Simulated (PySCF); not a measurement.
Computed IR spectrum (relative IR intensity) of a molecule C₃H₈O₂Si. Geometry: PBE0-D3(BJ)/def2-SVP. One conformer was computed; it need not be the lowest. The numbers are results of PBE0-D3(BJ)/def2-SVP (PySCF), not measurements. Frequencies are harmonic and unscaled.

Lines under 2 % of the strongest are left out, and lines within 2 cm⁻¹ are merged.

```csv
ν (cm⁻¹),relative intensity
257,4.9
501,5.8
532,6.7
567,27
600,4.6
731,11
775,23
833,11
885,10
930,50
950,24
987,39
997,28
1039,100
1125,8.2
1131,14
1271,46
1369,28
1420,21
1429,3.4
1444,5.5
1814,70
2213,57
2257,52
3710,91
```

Task: Identify the compound among the candidates.
A. CC(=O)C[SiH2]O
B. CCC(=O)O[SiH3]
C. O[SiH2]OC1CC1
D. O=C[SiH2]CCO

Result: A, CC(=O)C[SiH2]O
